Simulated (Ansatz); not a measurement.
Calculated with Ansatz (gas phase, PBE0-D4/def2-TZVP geometries, no zero-point term in ΔE). CCSD(T)/CBS adds triple-zeta CCSD(T) − MP2 to the extrapolated MP2 energy (def2 sets, frozen cores). This one scheme is used for every species. DFT in def2-TZVPP. B3LYP here is the variant with VWN-RPA as its local correlation; programs differ in this. One conformer a species, not always the lowest.

Consider the substitution at a C–C bond: `CC(C)(C)F` + `OB(S)S` → `COB(S)S` + `CC(C)F`.

`CC(C)(C)F`:

Cartesian coordinates in Å:
```
C -0.268 0.395 -1.372
C -0.301 0.116 0.115
C -0.263 -1.367 0.418
C 0.775 0.877 0.861
F -1.536 0.594 0.589
H -1.092 -0.117 -1.873
H -0.359 1.466 -1.560
H 0.671 0.046 -1.807
H -1.087 -1.878 -0.084
H -0.351 -1.537 1.493
H 0.677 -1.804 0.074
H 1.767 0.553 0.539
H 0.686 0.705 1.935
H 0.682 1.949 0.672
```

`OB(S)S`:

Z-matrix (Å, degrees):
```
B
S 1 1.821
S 1 1.810 2 120.2
O 1 1.357 2 120.4 3 -180.0
H 2 1.341 1 97.0 3 0.0
H 3 1.343 1 95.3 2 -180.0
H 4 0.960 1 114.7 2 -0.0
```

`COB(S)S`:

Cartesian coordinates in Å:
```
C 0.165 -0.743 -1.440
O -0.319 0.341 -0.669
B -0.119 0.417 0.664
S 0.796 -0.892 1.544
S -0.770 1.839 1.583
H -0.271 -1.687 -1.101
H -0.126 -0.565 -2.474
H 1.255 -0.809 -1.379
H 0.700 -0.339 2.762
H -1.311 2.439 0.510
```

`CC(C)F`:

Z-matrix (Å, degrees):
```
C
C 1 1.508
H 1 1.091 2 110.6
H 1 1.092 2 110.3 3 119.9
H 1 1.092 2 110.4 3 -120.2
C 2 1.508 1 113.9 3 177.3
F 2 1.396 1 108.3 3 56.9
H 2 1.096 1 110.1 3 -58.5
H 6 1.091 2 110.6 1 -177.3
H 6 1.092 2 110.4 1 -57.1
H 6 1.092 2 110.3 1 62.8
```

| level | ΔE (kJ/mol) |
| --- | --- |
| r2SCAN-D4 | 65.2 |
| B3LYP-D4 | 57.0 |
| ωB97M-V | 65.4 |
| SCS-MP2/def2-QZVPP | 65.1 |

What does CCSD(T)/CBS give? (An estimate is asked.)

Ansatz gave: +67.3 kJ/mol. The listed levels differ from it by -2.1, -10.3, -1.9, -2.2 kJ/mol.

Largest T1 diagnostic among the species: 0.013.

In def2-TZVPP, CCSD(T) changes the Hartree–Fock value by +11.1 kJ/mol (the triples alone add +0.7 kJ/mol) and MP2 by +15.7 kJ/mol.
